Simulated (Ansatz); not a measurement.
Q: Name a neutral molecule of C, Cl, In, O and H with HOMO energy (ωB97M-V/def2-TZVPP) between -10.35 and -10.05 eV and HOMO–LUMO gap (ωB97M-V/def2-TZVPP) between 9.85 and 10.15 eV (Ansatz, PBE0-D4/def2-TZVP geometry).

A: `C[O][InH][Cl]` (-10.16 eV, 10.12 eV). Other molecules can fit too; these were computed, each in one conformer that needn't be the lowest.
